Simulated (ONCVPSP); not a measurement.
# K (Z = 19): variants of one ONCV potential

Base potential:

```json
{
  "Element": "potassium",
  "Generator": "ONCVPSP 4.0.1",
  "Type": "optimised norm-conserving Vanderbilt (ONCV)",
  "Functional": "PBEsol",
  "Relativity": "scalar-relativistic",
  "Frozen core": "[Ne]",
  "Valence charge": "9",
  "Reference configuration": "3s2 3p6 4s1",
  "Partial waves": "3s+4s: rc 2.50 bohr, ncon 4, nbas 7, qcut 4.3 1/bohr, 2 projectors; 3p: rc 1.25 bohr, ncon 4, nbas 7, qcut 6.9 1/bohr, 2 projectors, debl 3 Ha; d scattering state at 0.02 Ha: rc 2.45 bohr, ncon 4, nbas 7, qcut 3.6 1/bohr, 2 projectors, debl 0.9 Ha",
  "Local potential": "polynomial inside 1.00 bohr (lpopt 5, dvloc0 2 Ha)",
  "Core correction": "Teter function, fcfact 2.25, rcfact 1.15"
}
```

Cutoffs, loose and tight: the cutoffs (Ha) at which the residual kinetic energy of the hardest occupied pseudo-wave falls to 1 and 0.1 mHa per electron. They do not see the model core or the augmentation charge, which bear on the density cutoff. Test errors are all-electron minus pseudo excitation energies from the reference, over the configurations 3s2 3p6 4s0; 3s2 3p6 4s0.5; 3s2 3p6 4s0 4p1; 3s1 3p6 4s1. A dash means not determined; rows that change the core or the reference have their own tests.

| change | outcome | cutoff, loose | cutoff, tight | bound ghosts | GHOST(+) flags above zero | largest test error (meV) |
| --- | --- | --- | --- | --- | --- | --- |
| base | generated | 18 Ha | 45 Ha | none | none | -258 |
| all radii but the core radius scaled by about 0.78 (s 1.96, p 0.98, d 1.92 bohr); local potential polynomial inside 0.78 bohr (lpopt 5, dvloc0 2 Ha) | generated | 20 Ha | 134 Ha | none | s, p | -158 |
| all radii but the core radius scaled by about 0.85 (s 2.14, p 1.06, d 2.10 bohr); local potential polynomial inside 0.86 bohr (lpopt 5, dvloc0 2 Ha) | generated | 20 Ha | 43 Ha | none | s | -201 |
| all radii but the core radius scaled by about 0.93 (s 2.32, p 1.16, d 2.26 bohr); local potential polynomial inside 0.92 bohr (lpopt 5, dvloc0 2 Ha) | generated | 20 Ha | 51 Ha | none | none | -234 |
| all radii but the core radius scaled by about 1.06 (s 2.66, p 1.32, d 2.60 bohr); local potential polynomial inside 1.06 bohr (lpopt 5, dvloc0 2 Ha) | generated | 12 Ha | 35 Ha | none | none | -271 |
| all radii but the core radius scaled by about 1.17 (s 2.94, p 1.46, d 2.88 bohr); local potential polynomial inside 1.18 bohr (lpopt 5, dvloc0 2 Ha) | generated | 11 Ha | 20 Ha | none | none | -267 |

**Question.** What comes out with this change to the base: all radii but the core radius scaled by about 1.10 (s 2.74, p 1.38, d 2.68 bohr); local potential polynomial inside 1.10 bohr (lpopt 5, dvloc0 2 Ha)?

**Answer.** outcome: generated; cutoff, loose: 12 Ha; cutoff, tight: 24 Ha; bound ghosts: none; GHOST(+) flags above zero: none; largest test error (meV): -272.

**Question.** What comes out with this change to the base: all radii but the core radius scaled by about 1.33 (s 3.34, p 1.66, d 3.26 bohr); local potential polynomial inside 1.34 bohr (lpopt 5, dvloc0 2 Ha)?

**Answer.** outcome: generated; cutoff, loose: 12 Ha; cutoff, tight: 14 Ha; bound ghosts: none; GHOST(+) flags above zero: none; largest test error (meV): -212.

**Question.** What comes out with this change to the base: all radii but the core radius scaled by about 1.23 (s 3.08, p 1.54, d 3.02 bohr); local potential polynomial inside 1.24 bohr (lpopt 5, dvloc0 2 Ha)?

**Answer.** outcome: generated; cutoff, loose: 11 Ha; cutoff, tight: 14 Ha; bound ghosts: none; GHOST(+) flags above zero: none; largest test error (meV): -255.

Reading the sweep of the scale of all radii but the core radius (base = 1) (base included, trends over the rows without a ghost): The loose cutoff is not monotonic: lowest 11 Ha at 1.17, highest 20 Ha at 0.93. The median size of the test errors (rows with all tests solved) stays near 0.2 meV.
